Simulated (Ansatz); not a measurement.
Consider the redistribution: `FB1B[SiH2]1` + `CBB(C)[SiH3]` → `[SiH3]B1B[SiH2]1` + `CBB(C)F`.

Program: Ansatz. Geometries: PBE0-D4/def2-TZVP. ΔE: electronic, gas phase. CBS: MP2 limit from def2 TZ/QZ plus the TZ coupled-cluster correction, frozen cores. DFT in def2-TZVPP. B3LYP here is the variant with VWN-RPA as its local correlation; programs differ in this. One conformer a species, not always the lowest.

Problem. Is it downhill or uphill in electronic energy at CCSD(T)/CBS, and by how much? (An estimate is asked.)

Solution. Ansatz gave: Downhill: ΔE = -44.3 kJ/mol.

Problem. What do these levels give: B3LYP-D4, ωB97M-V, PBE, PBE0, B3LYP, HF/def2-TZVPP, MP2/def2-TZVPP, SCS-MP2/def2-TZVPP, CCSD/def2-TZVPP, HF/def2-QZVPP, MP2/def2-QZVPP, SCS-MP2/def2-QZVPP? (An estimate is asked.)

Solution. The calculation gave: B3LYP-D4 -24.1, ωB97M-V -35.5, PBE -24.7, PBE0 -32.4, B3LYP -27.8, HF/def2-TZVPP -37.9, MP2/def2-TZVPP -51.5, SCS-MP2/def2-TZVPP -50.3, CCSD/def2-TZVPP -41.6, HF/def2-QZVPP -36.9, MP2/def2-QZVPP -52.2, SCS-MP2/def2-QZVPP -50.8 kJ/mol.

Largest T1 diagnostic among the species: 0.016.

The D4 term adds +3.7 kJ/mol with B3LYP and +2.2 kJ/mol with PBE0; it sums over pairs of atoms, weighted by their polarisabilities, and B3LYP, whose exchange is more repulsive, gets the larger term. In def2-TZVPP, CCSD(T) changes the Hartree–Fock value by −4.7 kJ/mol (the triples alone add −0.9 kJ/mol) and MP2 by −13.7 kJ/mol.
